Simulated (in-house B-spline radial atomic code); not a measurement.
## RPA and G0W0 on BHandHLYP: Be III (Be2+)

Configuration 1s2, mean-field start BHandHLYP. Computed with an all-electron radial atomic-structure program (B-spline basis): all electrons, scalar-relativistic (spin-free one-electron X2C), finite nucleus, each spin shell either full or empty, empty states to l = 9 with an (l + 1/2)⁻⁴ tail; G0W0 by contour deformation at full frequency.

Command:
```bash
python run_gw.py task.json out
```
Settings (radii: box in bohr, nucleus in fm):
```
Z                        4
electrons                2
configuration            1s2
hamiltonian              x2c
method                   bhandhlyp
lmax                     9
rms_radius               2.519
spin_polarised           False
box_radius               17.55
intervals                72
ion_configuration        1s1
```

Time taken, with all properties: 1.9 s on 1 thread of Arm Neoverse N1 (shared host).

Energies (hartree):

```
                                     term      value
                         mean-field total  -13.65728
Hartree-Fock functional on these orbitals  -13.61317
                      direct second order  -0.088893
                    second-order exchange   0.044447
                         SOSEX correction   0.041739
```

What is the RPA correlation energy, and what remains with SOSEX?

RPA gives -0.083477 hartree (-1.14 eV per electron); RPA + SOSEX gives -0.041738, and the second-order doubles -0.044446 hartree (no singles). SOSEX takes back 50 % of the RPA value, the self-correlation of each of the two electrons.

Quasi-particle levels (eV):

| level | occupied | mean field | Σx - vxc | Σc | QP weight | G0W0 |
| --- | --- | --- | --- | --- | --- | --- |
| 1s | yes | -143.99 | -10.31 | ? | ? | ? |
| 2s | no | -20.887 | 3.00 | -0.14 | 0.999 | -18.027 |

G0W0 = mean field + (Σx - vxc) + Σc, with Σc (partial-wave tail included) taken at the quasi-particle energy.

Where does G0W0 put 1s?

At -153.71 eV, with Σc = 0.59 eV and a quasi-particle weight of 0.982. The tabulated removal energy is 153.896 eV (NIST, tabulated theory).

What does it cost to remove one electron (to 1s1) by differences of total energies, each species on its own start (correlation terms add to the Hartree-Fock functional)?

BHandHLYP 154.04 eV, Hartree-Fock functional 152.70 eV, + RPA 154.39 eV, + RPA + SOSEX 153.84 eV, + second order 153.91 eV. Tabulated: 153.896 eV (NIST, tabulated theory).
